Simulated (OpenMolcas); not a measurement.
An OpenMolcas run meant for neutral scandium (ANO-RCC-VDZP, DKH2; inactive shells 1s 2s 2p 3s 3p; intended active space 3 electrons in 6 orbitals (3d 4s)). One step of its input:

```
&CASPT2
Multistate=10 1 2 3 4 5 6 7 8 9 10
Frozen=2 3
IPEA=0.25
Imaginary=0.1
MaxIter=60
WThr=0.0 0.3 0.05
PrWF=0.5
NoMix
Shift=0.2
Sig2=0.3
```

Lines from the output:

```
|
   -----------------------------------------------------------------------------------------
++ ---------   Input file   ---------
>>> COPY JOB001 $Project.JobIph
&CASPT2
Multistate=10 1 2 3 4 5 6 7 8 9 10
Frozen=2 3
IPEA=0.25
Imaginary=0.1
MaxIter=60
WThr=0.0 0.3 0.05
PrWF=0.5
NoMix
Shift=0.2
Sig2=0.3
-- ----------------------------------
>>> COPY JOB001 a.JobIph
*** symbolic link created: INPORB -> a.RasOrb
--- Start Module: caspt2 at  ---
()()()()()()()()()()()()()()()()()()()()()()()()()()()()()()()()()()()()()()()()()()()()()()()()()()
                                              &CASPT2
                                   only a single process is used
                       available to each process: 2.3 GB of memory, 1 thread
()()()()()()()()()()()()()()()()()()()()()()()()()()()()()()()()()()()()()()()()()()()()()()()()()()
 ###    ERROR: More than one intruder-state removal technique                ###
 ###    active: SHIFt/IMAGinary/SIG1/SIG2 are mutually exclusive!            ###
--- Stop Module: caspt2 at  /rc=_RC_INPUT_ERROR_ ---
.####################.
.# User input error #.
.####################.
```

Q: What is wrong with the input?

A: More than one intruder-state remedy is switched on.
